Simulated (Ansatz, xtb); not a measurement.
**A geometry optimisation of F2HPSi with r2SCAN-D4/def2-SVP**

The starting geometry of this gas-phase singlet has its atoms placed at random.

```yaml
atoms:
  - { symbol: F, position_ang: [0.0250, 0.4002, -0.1807] }
  - { symbol: F, position_ang: [-0.9977, -0.6807, 0.8491] }
  - { symbol: P, position_ang: [-0.1706, -1.4901, -0.2597] }
  - { symbol: Si, position_ang: [-0.6852, 0.9148, 1.0417] }
  - { symbol: H, position_ang: [-0.8534, 1.0002, -0.3947] }
```

Question: Guess where an optimisation with r2SCAN-D4/def2-SVP ends from this start.

Answer: It ends as a structure with F1 bridging Si4 and P3, F2 bridging P3 and Si4, given below by its coordinates. Distances that change by over a tenth: F1–Si4 (1.50 → 1.89 Å), F2–P3 (1.60 → 1.85 Å), F2–Si4 (1.64 → 1.89 Å). Contacts that open: F1–H5 (1.09 → 2.43 Å). Contacts that close: F1–P3 (1.90 → 1.85 Å).

The energy falls by 8.66 eV over 10 steps:

```json
{"step": "1", "E − E(last) (eV)": "8.663"}
{"step": "2", "E − E(last) (eV)": "4.713"}
{"step": "3", "E − E(last) (eV)": "1.786"}
{"step": "4", "E − E(last) (eV)": "0.523"}
{"step": "5", "E − E(last) (eV)": "0.052"}
{"step": "6", "E − E(last) (eV)": "0.004"}
{"step": "7", "E − E(last) (eV)": "0.003"}
{"step": "8", "E − E(last) (eV)": "0.000"}
{"step": "9", "E − E(last) (eV)": "0.000"}
{"step": "10", "E − E(last) (eV)": "0.000"}
```

Final geometry (Å):

```json
{"atom": "F", "x (Å)": "0.6954", "y (Å)": "0.1109", "z (Å)": "-0.0990"}
{"atom": "F", "x (Å)": "-1.1788", "y (Å)": "-0.7581", "z (Å)": "0.9780"}
{"atom": "P", "x (Å)": "-0.1623", "y (Å)": "-1.5044", "z (Å)": "-0.3760"}
{"atom": "Si", "x (Å)": "-0.6047", "y (Å)": "1.0418", "z (Å)": "0.9107"}
{"atom": "H", "x (Å)": "-1.4315", "y (Å)": "1.2542", "z (Å)": "-0.3580"}
```

From the same start GFN2-xTB ends elsewhere, differing in F1–Si4 (2.93 against 1.89 Å here), F2–Si4 (2.77 against 1.89 Å here), P3–Si4 (2.29 against 2.89 Å here).

From so rough a start the end depends on the optimiser's path, so another program may land elsewhere. No frequencies were run, so the end isn't proven a minimum. Run with Ansatz 0.2.0, 13 s on 2 threads of Arm Neoverse V2, with other jobs on the host.
